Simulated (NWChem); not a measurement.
Species: InH$_{3}$O; SMILES [InH2][OH]

All runs: NWChem. Medium grid unless said otherwise, to which SCAN and Minnesota functionals are sensitive. The geometry was optimised at PBE0/def2-SVP. def2 effective core potentials on In; no spin-orbit coupling. Hybrids' shares of exact exchange are those that their runs print; pure functionals count as 0. The functionals differ in more than this share.

```csv
row,share of exact exchange,highest occupied level (eV)
PBE/def2-SVP,0.00,-6.43
MN15-L/def2-SVP,0.00,-7.02
B3LYP/def2-SVP,0.20,-7.70
B97-2/def2-SVP,0.21,-7.68
M06-2X/def2-SVP,0.54,-9.35
Hartree-Fock/def2-SVP,1.00,withheld
```

Problem. Fit a straight line of the last column on the one before it, predict the withheld value, and compare with the run.

Solution. 
1. Means of the 5 shown rows: x = 0.190, y = -7.636. Slope Σ(x − x̄)(y − ȳ)/Σ(x − x̄)² = -0.9476/0.1952 = -4.855; intercept -6.714.
2. The shown rows scatter about the line by 0.188 (root mean square); the largest residual is -0.31, at MN15-L/def2-SVP.
3. At x = 1.00 (Hartree-Fock/def2-SVP; beyond the shown range) the line gives -11.57.
4. The run gives -11.35, +0.22 from the line, 1.2 times the scatter.
